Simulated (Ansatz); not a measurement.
Frontier orbitals of CH$_{4}$FGaOS (`C[S][Ga]([OH])[F]`).

Charge 0, multiplicity 1. Correlated methods include outer-core shells of Ga, which these sets cover unevenly. Scalar relativity is left out up to krypton. The structure was optimised at the PBE0-D4/def2-TZVP level. It is one conformer, not always the lowest. Basis def2-TZVPP, the Gaussian-basis code of Ansatz.

| functional | HOMO (eV) | LUMO (eV) | gap (eV) |
| --- | --- | --- | --- |
| LDA (SPW92) | -6.43 | -2.27 | 4.16 |
| PBE | -6.28 | -1.96 | 4.32 |
| r2SCAN | -6.56 | -1.64 | 4.92 |
| B97M-V | -6.63 | -1.79 | 4.84 |
| PBE0 | -7.52 | -1.03 | 6.49 |
| r2SCAN0 | -7.70 | -0.83 | 6.87 |
| ωB97X-V | -9.86 | 1.03 | 10.89 |
| ωB97M-V | -9.71 | 0.79 | 10.50 |

From PBE to PBE0 the HOMO moves by −1.24 eV and the LUMO by +0.93 eV, and with ωB97M-V by −3.42 and +2.75 eV, so the gap grows from 4.32 to 10.50 eV with exact exchange. A positive LUMO is unbound and depends on the basis.
